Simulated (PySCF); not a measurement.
# Simulated absorption spectrum

Compound: Ge(OH)Me3, C3H10GeO.
SMILES: `[CH3][Ge]([CH3])([CH3])[OH]`

Theory: TDDFT PBE0/def2-SVPD, vertical, gas phase, core orbitals frozen in the response (PySCF 2.14.0, density-fitted response routines). Geometry: PBE0-D3(BJ)/def2-SVP; no solvent, vibrations or thermal averaging. Relativistic effects, spin–orbit coupling among them, are left out although an element past zinc is present.

Each state is given a Gaussian of 0.25 eV full width at half maximum, with ε(max) = 2.175×10⁸ f / Δν̃ (Δν̃ the width in cm⁻¹). The width is an assumption, not a result. The curve ends short of the highest state used, and states not computed would add to its high-energy end.

```tsv
λ (nm)	ε (L mol⁻¹ cm⁻¹)
144.3	4610
146.1	5975
147.8	8037
149.5	7172
151.2	6226
152.9	5991
154.7	4052
156.4	1580
158.1	420
159.8	494
161.5	1385
163.3	2975
165.0	5012
166.7	6784
168.4	6422
170.1	3953
171.9	1464
173.6	380
175.3	143
177.0	438
178.7	1510
180.4	3520
182.2	5679
183.9	6140
185.6	4712
187.3	2614
189.0	1067
190.8	301
192.5	69
194.2	12
```

(1) Where are the band maxima, and which computed states make them?

(2) Coming from long wavelengths, where does ε first pass 100 L mol⁻¹ cm⁻¹?

(3) On this curve, what absorbance would a 10⁻³ mol/L sample give at 193 nm over a 1 cm path?

Results:

(1) 183 nm (6.76 eV), ε about 6200, made up of S1 (100%); 167 nm (7.41 eV), ε about 7000, made up of S2 (93%); 148 nm (8.37 eV), ε about 8100, made up of S6 (18%) and S8 (77%) (ε in L mol⁻¹ cm⁻¹; maxima over ε = 5, shares over 10%). At its high-energy end, 8.59 eV, the curve is still rising (ε about 4600, from S8, S9 and S10). The states used: S1 6.76 eV (f 0.058); S2 7.40 eV (f 0.060); S3 7.58 eV (f 0.017); S4 8.09 eV (f 0.043); S5 8.17 eV (f 0.0045); S6 8.27 eV (f 0.022); S7 8.30 eV (f 0.0018); S8 8.41 eV (f 0.061); S9 8.69 eV (f 0.016); S10 8.70 eV (f 0.029); S11 8.82 eV (f 0.016); S12 8.98 eV (f 0.011); S13 9.17 eV (f 0.135); S14 9.19 eV (f 0.0011).

(2) At about 192 nm (6.46 eV), 0.30 eV below S1.

(3) 193 nm is 6.424 eV, where ε is about 42 L mol⁻¹ cm⁻¹, so A = ε c l ≈ 0.042 (Beer–Lambert, with the gas-phase spectrum and the assumed width).

Time: 46 s of wall time (with the writing of density and orbital grids); peak memory 0.90 GiB. Hardware: Arm Neoverse V1, one thread (shared host).

Without π bonds the low states are Rydberg-like; a valence basis with one diffuse set may place them up to an eV too high.
